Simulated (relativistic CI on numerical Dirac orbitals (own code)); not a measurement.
**Ni⁺ in a cubic cluster: 3p photoemission with charge transfer**

Computed with a charge-transfer multiplet model of a cubic metal-ligand cluster with up to one ligand hole, Slater and spin-orbit integrals from Dirac-Coulomb-Breit ions, Slater integrals scaled by 0.8. The ground state mixes d9 with configurations of k ligand holes L, whose averages lie at kΔ + k(k − 1)U_dd/2; a core hole lowers each added d electron by U_cd. 300 K, Lorentzian 0.9 eV and Gaussian 0.8 eV FWHM.

Atomic integrals in eV (Slater integrals scaled, ζ unscaled), ground: F2dd 9.736, F4dd 6.042, zeta_d 0.072; with the core hole: F2dd 9.736, F4dd 6.042, zeta_d 0.080, zeta_core 1.430, F2cd 10.863, G1cd 13.457, G3cd 8.141.

Cluster parameters (eV): Δ = 3.3, U_dd = 6.1, U_cd = 7.6, 10Dq(ligand) = 0.8, V(eg) = 2, V(t2g) = -0.85, final-state hopping factor = 1.

```json
{"Case": "10Dq = -0.35 eV", "n_d": "9.22", "d9": "0.78", "d10L": "0.22", "S": "0.50"}
{"Case": "10Dq = -0.05 eV", "n_d": "9.21", "d9": "0.79", "d10L": "0.21", "S": "0.50"}
{"Case": "10Dq = 0.25 eV", "n_d": "9.20", "d9": "0.80", "d10L": "0.20", "S": "0.50"}
{"Case": "10Dq = 0.55 eV", "n_d": "9.19", "d9": "0.81", "d10L": "0.19", "S": "0.50"}
{"Case": "10Dq = 1.15 eV", "n_d": "9.17", "d9": "0.83", "d10L": "0.17", "S": "0.50"}
```

Weights, n_d and S are thermal averages at 300 K. Binding energies count from the first peak over 30 % of the highest in each spectrum, which can be another peak from case to case. The parameters are a model scan and need not match a compound or its usual spin state. A negative ionic 10Dq is a model choice; hopping adds the covalent part of the field. Peaks in eV (height, largest 100):
- 10Dq = -0.35 eV: 0.0 (100), 2.1 (52), 7.6 (32), 8.4 (31), 14.3 (24)
- 10Dq = -0.05 eV: 0.0 (100), 2.1 (53), 7.6 (33), 14.2 (24)
- 10Dq = 0.25 eV: 0.0 (100), 2.1 (53), 7.6 (34), 14.1 (23)
- 10Dq = 0.55 eV: 0.0 (100), 2.1 (53), 7.6 (34), 14.0 (22)
- 10Dq = 1.15 eV: 0.0 (100), 2.1 (54), 7.7 (35), 13.4 (21)

For the case 10Dq = 0.55 eV, Δ = 3.3 eV is smaller than U_dd = 6.1 eV, the charge-transfer side of the Zaanen-Sawatzky-Allen scheme. With the core hole the average of the configuration with one ligand hole lies at Δ − U_cd = -4.3 eV before mixing: it lies below the unscreened one, so the lowest final states are mostly screened and the unscreened weight appears at higher binding energy as a satellite.
